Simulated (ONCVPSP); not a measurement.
**What one change does to a pseudopotential (hafnium (Hf), ONCV)**

| Quantity | Value |
| --- | --- |
| Element | Hf |
| Generator | ONCVPSP 4.0.1 |
| Type | optimised norm-conserving Vanderbilt (ONCV) |
| Functional | PW91 |
| Relativity | scalar-relativistic |
| Frozen core | [Kr] 4d10 |
| Valence charge | 26 |
| Reference configuration | 4f14 5s2 5p6 5d2 6s1.75 (charge +0.25) |
| Partial waves | 5s+6s: rc 1.70 bohr, ncon 3, nbas 8, qcut 6.8 1/bohr, 2 projectors; 5p: rc 1.95 bohr, ncon 4, nbas 7, qcut 9 1/bohr, 2 projectors, debl 1.3 Ha; 5d: rc 2.10 bohr, ncon 5, nbas 8, qcut 5.3 1/bohr, 1 projector; 4f: rc 1.15 bohr, ncon 3, nbas 8, qcut 13.9 1/bohr, 3 projectors, debl 2 Ha |
| Local potential | polynomial inside 1.15 bohr (lpopt 5, dvloc0 2 Ha) |
| Core correction | none |

In the p channel the program set the typed energies aside and used -1.368, 0.250 Ha.

Change: s: rc 2.22.

Cutoffs: the cutoffs (Ha) at which the residual kinetic energy of the hardest occupied pseudo-wave falls to 1 and 0.1 mHa per electron; they do not see the model core or the augmentation charge, which bear on the density cutoff. Errors are all-electron minus pseudo energies relative to the spin-unpolarised reference configuration.

How do hardness, ghosts and transferability respond?

The potential gets neither clearly harder nor softer (87 Ha and 96 Ha → 87 Ha and 96 Ha); the f channel sets the loose cutoff, while the largest relative change is in s, which becomes softer; of the 4 tests that both files solve, the error grows in 2 and shrinks in 0 by more than 15 % and 0.3 meV (median size 5.8 → 7.0 meV); neither file shows a bound ghost.

| quantity | base | changed |
| --- | --- | --- |
| cutoff, loose | 87 Ha | 87 Ha |
| cutoff, tight | 96 Ha | 96 Ha |
| loose cutoff by channel | s 17 Ha, p 22 Ha, d 12 Ha, f 87 Ha | s 12 Ha, p 22 Ha, d 12 Ha, f 87 Ha |
| bound ghosts | none | none |
| GHOST(+) flags under 300 eV | s at 105.3 eV | s at 70.8 eV |
| error for 4f14 5s2 5p6 5d2 6s2, meV [ΔE -1.46 eV] | +0.5 | +0.5 |
| error for 4f14 5s2 5p6 5d2 6s1, meV [ΔE 6.57 eV] | -2.5 | -2.9 |
| error for 4f14 5s2 5p6 5d2 6s0, meV [ΔE 20.79 eV] | -9.1 | -11 |
| error for 4f14 5s2 5p5 5d2 6s2, meV [ΔE 39.62 eV] | -48 | -48 |
| p: phases at 1.98 bohr within 0.05 rad from the reference energy up to (Ha; the scan ends near 5) | to the end of the scan | to the end of the scan |
| d: phases at 2.13 bohr within 0.05 rad from the reference energy up to (Ha; the scan ends near 5) | 2.0 | 2.0 |
| f: phases at 1.16 bohr within 0.05 rad from the reference energy up to (Ha; the scan ends near 5) | to the end of the scan | to the end of the scan |
